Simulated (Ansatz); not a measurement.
Cost and result for the atomization energy of `C[S][Sn][NH2]` (9 atoms, 8 bonds).

Z-matrix (Å, degrees):
```
C
S 1 1.812
H 1 1.090 2 107.3
H 1 1.091 2 111.3 3 118.6
H 1 1.091 2 111.3 3 -118.5
Sn 2 2.436 1 106.3 3 179.9
N 6 2.016 2 96.9 1 -0.1
H 7 1.008 6 127.0 2 -0.1
H 7 1.008 6 121.7 2 179.9
```

Charge 0, multiplicity 1. Correlated methods include outer-core shells of Sn, which these sets cover unevenly. Sn: def2 effective core potential. The structure was optimised at the PBE0-D4/def2-TZVP level. It is one conformer, not always the lowest. Program: Ansatz. All runs use 4 threads of an Arm Neoverse V2 on a shared host. Times are those of one run each, without the atoms' runs, and a repeat can differ threefold. Electronic energies, without spin–orbit coupling; frozen cores. CCSD(T)/CBS adds CCSD(T) − MP2 in def2-TZVPP to the MP2 limit, and its time is that of the two runs behind it. T1 = 0.016. With those shells the extrapolation isn't a true limit. B3LYP takes the VWN-RPA correlation (the form of Gaussian; ORCA's B3LYP/G). HSE06 is the plane-wave form, built on full-range PBE exchange.

CCSD(T)/CBS is a level of theory with its own doubt, some kJ/mol a heavy atom from the limit and from the frozen cores, so smaller differences don't rank the functionals.

```json
{"level": "LDA (SPW92)/def2-TZVPP", "functions": "224", "wall time": "1.1 s"}
{"level": "PBE-D4/def2-TZVPP (with forces)", "functions": "224", "wall time": "2.2 s"}
{"level": "BHLYP-D4/def2-TZVPP", "functions": "224", "wall time": "2.4 s"}
{"level": "PBE0-D4/def2-TZVPP", "functions": "224", "wall time": "2.4 s"}
{"level": "HSE06-D4/def2-TZVPP", "functions": "224", "wall time": "2.7 s"}
{"level": "B3LYP-D4/def2-TZVPP (with forces)", "functions": "224", "wall time": "3.6 s"}
{"level": "CCSD(T)/def2-SVP", "functions": "97", "wall time": "4.1 s"}
{"level": "r2SCAN-D4/def2-TZVPP (with forces)", "functions": "224", "wall time": "4.2 s"}
{"level": "PBE-QIDH/def2-TZVPP", "functions": "224", "wall time": "5.5 s"}
{"level": "ωB97M-V/def2-TZVPP (with forces)", "functions": "224", "wall time": "9.5 s"}
{"level": "MP2/def2-QZVPP", "functions": "416", "wall time": "16 s"}
{"level": "CCSD(T)/def2-TZVPP", "functions": "224", "wall time": "120 s"}
{"level": "CCSD(T)/CBS(def2)", "functions": "–", "wall time": "2.2 min"}
```

**Question.** What atomization energy does each give, and how far from CCSD(T)/CBS? (Estimate.)

**Answer.** Ansatz gave: 
```csv
level,atomization (kcal/mol),difference from CCSD(T)/CBS,per bond
LDA (SPW92)/def2-TZVPP,824.3,106.9,13.4
PBE-D4/def2-TZVPP (with forces),731.9,14.5,1.8
BHLYP-D4/def2-TZVPP,691.7,-25.7,-3.2
PBE0-D4/def2-TZVPP,714.2,-3.2,-0.4
HSE06-D4/def2-TZVPP,714.6,-2.8,-0.3
B3LYP-D4/def2-TZVPP (with forces),717.1,-0.3,0.0
CCSD(T)/def2-SVP,654.4,-63.0,-7.9
r2SCAN-D4/def2-TZVPP (with forces),713.9,-3.5,-0.4
PBE-QIDH/def2-TZVPP,703.8,-13.6,-1.7
ωB97M-V/def2-TZVPP (with forces),716.0,-1.4,-0.2
MP2/def2-QZVPP,713.9,-3.5,-0.4
CCSD(T)/def2-TZVPP,691.4,-26.0,-3.2
CCSD(T)/CBS(def2),717.4,0.0,0.0
```

Leaving LDA and LC-ωPBE aside and taking each functional with its dispersion term where it has one, the values spread over 40.3 kcal/mol, from BHLYP-D4 to PBE-D4. LDA lies +97.9 kcal/mol from PBE without D4, its usual overbinding. From BLYP to BHLYP (50 % exact exchange), in def2-TZVPP and without D4, the atomization energy moves by −24.3 kcal/mol: exact exchange takes away binding that semilocal exchange gives to molecules. In def2-TZVPP, CCSD(T) changes the Hartree–Fock value by +207.0 kcal/mol (the triples alone add +13.8 kcal/mol) and MP2 by +214.0 kcal/mol; breaking electron pairs costs correlation energy, which Hartree–Fock lacks.

Spin–orbit coupling would lower the free Sn atoms strongly, and the atomization energy with them, by more than many differences here. For some Ge, Se and Sn compounds the MP2-based and the directly extrapolated limit differ by 10 to 25 kJ/mol.
